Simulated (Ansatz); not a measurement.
`C[SiH](Br)Br` + `FCC(F)(F)F` → `C[SiH](F)Br` + `FC(F)(F)CBr` at 298.15 K and 1 bar (formal exchange of groups at the Si–Br bond).

Isolated molecules relaxed with PBE0-D4/def2-TZVP in Ansatz; ΔE leaves out vibrations. CCSD(T)/CBS adds triple-zeta CCSD(T) − MP2 to the extrapolated MP2 energy (def2 sets, frozen cores). For Br outer-core shells are correlated without core-valence functions, which leaves a few kJ/mol of doubt a bond. Scalar relativity is left out up to krypton.

| species | CCSD(T)/CBS energy (Eh) | H − E (kJ/mol) | S (J/(mol·K)) |
| --- | --- | --- | --- |
| `C[SiH](Br)Br` | -5476.28894 | 145.6 | 353.0 |
| `FCC(F)(F)F` | -476.47126 | 136.6 | 316.0 |
| `C[SiH](F)Br` | -3002.78099 | 148.5 | 329.8 |
| `FC(F)(F)CBr` | -2950.00902 | 131.7 | 337.0 |

H − E and S are ideal-gas, rigid-rotor, harmonic terms from PBE0-D4/def2-TZVP, for one conformer and one mirror image of each species. 1 Eh = 2625.50 kJ/mol, R = 8.31446 J/(mol·K).

Q: By hand: ΔE, ΔH, ΔS and ΔG.

A: ΔE = (-3002.78099) + (-2950.00902) − (-5476.28894) − (-476.47126) = -0.02981 Eh = -78.3 kJ/mol. Δ(H − E) = 148.5 + 131.7 − 145.6 − 136.6 = -2.0, so ΔH = -80.3 kJ/mol. ΔS = 329.8 + 337.0 − 353.0 − 316.0 = -2.2 J/(mol·K). ΔG = -80.3 − 298.15 × (-2.2)/1000 = -79.6 kJ/mol.

Q: By hand: the equilibrium constant, and the temperature at which ΔG would vanish if ΔH and ΔS stayed fixed.

A: log₁₀ K = −ΔG/(RT ln 10) = 13.9. ΔG = 0 at ΔH/ΔS = 36500 K, far beyond where these terms or the molecules hold.

The number of gas molecules stays the same, so ΔS is small and ΔH decides. A doubt of 5 kJ/mol in ΔE shifts log₁₀ K by 0.9 here. Other conformers and mirror images would add mixing entropy, several J/(mol·K) or more a flexible species. These are equilibria of isolated gas molecules and say nothing of rates. Largest T1 diagnostic: 0.011 (customary marks: 0.02 for closed shells, 0.045 for open ones).
